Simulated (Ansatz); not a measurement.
Reaction (isomerisation): `FB[O][GeH3]` → `B[O][GeH2][F]`

Calculated with Ansatz (gas phase, PBE0-D4/def2-TZVP geometries, no zero-point term in ΔE). CCSD(T)/CBS adds triple-zeta CCSD(T) − MP2 to the extrapolated MP2 energy (def2 sets, frozen cores). For Ge outer-core shells are correlated without core-valence functions, which leaves a few kJ/mol of doubt a bond. Scalar relativity is left out up to krypton. Each species was taken in one conformer, which may not be the lowest.

| species | CCSD/def2-SVP energy (Eh) |
| --- | --- |
| `FB[O][GeH3]` | -2277.09276 |
| `B[O][GeH2][F]` | -2277.05475 |

(1) Work out ΔE.

Largest T1 diagnostic among the species: 0.013.

Answers

(1) ΔE = (-2277.05475) − (-2277.09276) = 0.03801 Eh = +1.03 eV. CCSD(T)/CBS gives +0.90 eV.

Leaving LDA and LC-ωPBE aside and taking each functional with its dispersion term where it has one, the values, not all of them listed here, spread over 0.09 eV, from ωB97X-V to B97M-V. LDA lies +0.15 eV from PBE without D4. From BLYP to BHLYP (50 % exact exchange), in def2-TZVPP and without D4, ΔE moves by +0.04 eV. At CCSD(T), def2-SVP lies +0.13 eV from the extrapolated value and def2-TZVPP +0.01 eV.
